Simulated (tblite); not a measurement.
Compound: C2H12OS2Si3.
SMILES with atom numbers: `[CH3:1][S@:2](=[O:3])[CH2:4][S:5][SiH2:6][SiH2:7][SiH3:8]` (hydrogens: H9, H10, H11 on C1; H12, H13 on C4; H14, H15 on Si6; H16, H17 on Si7; H18, H19, H20 on Si8)

Computed geometry: GFN2-xTB, gas phase.

Q: What internal coordinates does the optimisation give?

A: 
```json
{"bond": "C1–S2", "length (Å)": "1.843", "order": "single"}
{"bond": "S2=O3", "length (Å)": "1.477", "order": "double"}
{"bond": "S2–C4", "length (Å)": "1.852", "order": "single"}
{"bond": "C4–S5", "length (Å)": "1.797", "order": "single"}
{"bond": "S5–Si6", "length (Å)": "2.199", "order": "single"}
{"bond": "Si6–Si7", "length (Å)": "2.311", "order": "single"}
{"bond": "Si7–Si8", "length (Å)": "2.310", "order": "single"}
{"bond": "C1–H9, C1–H10, C1–H11", "length (Å)": "1.085", "order": "single"}
{"bond": "C4–H12", "length (Å)": "1.088", "order": "single"}
{"bond": "C4–H13", "length (Å)": "1.086", "order": "single"}
{"bond": "Si6–H14", "length (Å)": "1.465", "order": "single"}
{"bond": "Si6–H15", "length (Å)": "1.467", "order": "single"}
{"bond": "Si7–H16", "length (Å)": "1.482", "order": "single"}
{"bond": "Si7–H17", "length (Å)": "1.473", "order": "single"}
{"bond": "Si8–H18, Si8–H19, Si8–H20", "length (Å)": "1.467", "order": "single"}
```

Bonds in one row agree within 0.01 Å and their mean is given. Orders are formal, as drawn. A selection of angles:
```json
{"angle": "C1–S2–O3", "degrees": "104.9"}
{"angle": "C1–S2–C4", "degrees": "95.8"}
{"angle": "O3–S2–C4", "degrees": "103.1"}
{"angle": "S2–C4–S5", "degrees": "108.8"}
{"angle": "C4–S5–Si6", "degrees": "100.3"}
{"angle": "S5–Si6–Si7", "degrees": "114.3"}
{"angle": "Si6–Si7–Si8", "degrees": "116.8"}
```

Torsions: C1–S2–C4–S5 162° (antiperiplanar); S2–C4–S5–Si6 -65° (synclinal); C4–S5–Si6–Si7 96° (anticlinal); S5–Si6–Si7–Si8 -126° (anticlinal).

Si7 (SiH2 silicon) is distorted tetrahedral (angles from 103.0° to 116.8°). Si8 (SiH3 silicon) is distorted tetrahedral (angles from 105.4° to 116.0°). The C–S distances run from 1.797 Å (C4–S5, drawn single) to 1.852 Å (S2–C4, drawn single), a spread of 0.055 Å. S2 (sulfinyl sulfur) is pyramidal (angles 104.9°, 103.1° and 95.8°, sum 303.8°, 0.76 Å off the plane of its three neighbours). Of the pairs four or more bonds apart, O3···Si6 is among the closest relative to their van der Waals radii: 2.66 Å, 74 % of the sum of Bondi's values. Si6 (SiH2 silicon) has angles from 96.7° to 120.8°. S5 (sulfur bonded to C and Si) is bent (angle 100.3°).

Point group: C1 (no symmetry element, even within 0.4 Å). GFN2-xTB frequencies show an imaginary mode (64i cm⁻¹), so the point is no minimum at that level.
